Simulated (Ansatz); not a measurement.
Reaction (ligand exchange at the Si–I bond): `C[SiH](I)CF` + H₂S → `C[SiH](S)CF` + HI

Program: Ansatz. Geometries: PBE0-D4/def2-TZVP. ΔE: electronic, gas phase. CCSD(T)/CBS is the MP2 limit (def2-TZVPP, def2-QZVPP) plus CCSD(T) − MP2 in def2-TZVPP, frozen cores. This one scheme is used for every species. Functionals use def2-TZVPP. Elements past krypton have def2 core potentials. For I outer-core shells are correlated without core-valence functions, which leaves a few kJ/mol of doubt a bond. Each species was taken in one conformer, which may not be the lowest.

`C[SiH](I)CF`:

Z-matrix (Å, degrees):
```
C
Si 1 1.857
H 1 1.094 2 109.2
H 1 1.091 2 111.0 3 -119.7
H 1 1.092 2 110.9 3 119.6
I 2 2.451 1 110.7 3 -175.8
C 2 1.891 1 111.6 3 -59.0
H 2 1.483 1 111.8 3 64.6
F 7 1.394 2 109.0 1 58.2
H 7 1.094 2 111.6 1 178.1
H 7 1.095 2 111.2 1 -61.2
```

H₂S:

Cartesian coordinates in Å:
```
S -0.241 -0.490 0.292
H -0.585 0.198 -0.806
H 0.826 0.292 0.514
```

`C[SiH](S)CF`:

```xyz
12

C    -1.047   -0.976    0.759
Si    0.505    0.003    0.449
S     2.094   -1.174   -0.378
C     0.146    1.430   -0.743
F    -0.928    2.186   -0.273
H    -0.867   -1.770    1.486
H    -1.412   -1.432   -0.164
H    -1.829   -0.317    1.144
H     1.076    0.541    1.710
H     1.361   -1.640   -1.404
H     1.013    2.090   -0.847
H    -0.111    1.059   -1.741
```

HI:

Cartesian coordinates in Å:
```
I -0.518 -0.338 0.516
H 0.518 0.338 -0.516
```

```tsv
species	PBE energy (Eh)
`C[SiH](I)CF`	-766.62831
H₂S	-399.22783
`C[SiH](S)CF`	-867.55379
HI	-298.29145
```

Question: Work out ΔE.

Answer: ΔE = (-867.55379) + (-298.29145) − (-766.62831) − (-399.22783) = 0.01090 Eh = +0.30 eV. CCSD(T)/CBS gives +0.36 eV.

Largest T1 diagnostic among the species: 0.011.
